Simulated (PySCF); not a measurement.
Computed Raman spectrum (relative Raman activity) of a molecule C2H7InO. The structure is a stationary point at B3LYP-D3(BJ)/def2-SVP. The def2 effective core potentials stand for the cores of In; spin–orbit coupling is left out. Other conformers were not sampled. All values below come from B3LYP-D3(BJ)/def2-SVP run with PySCF. Frequencies are harmonic and unscaled.

Lines under 2 % of the strongest are left out, and lines within 2 cm⁻¹ are merged.

ν (cm⁻¹): 462 (w), 470 (vw), 582 (vw), 1036 (vw), 1186 (w), 1398 (vw), 1438 (vw), 1472 (vw), 1478 (w), 1787 (vs), 3012 (s), 3044 (m), 3081 (m), 3086 (m), 3104 (w), 3827 (m) (against the strongest line: vs over 80 %, s over 45 %, m over 15 %, w over 4 %, vw less)

**Question.** Which structure fits?
A) C[CH2][InH][OH]
B) C[O][InH][CH3]
C) CC[O][InH2]
D) [CH3][In]([CH3])[OH]

**Answer.** A, C[CH2][InH][OH]
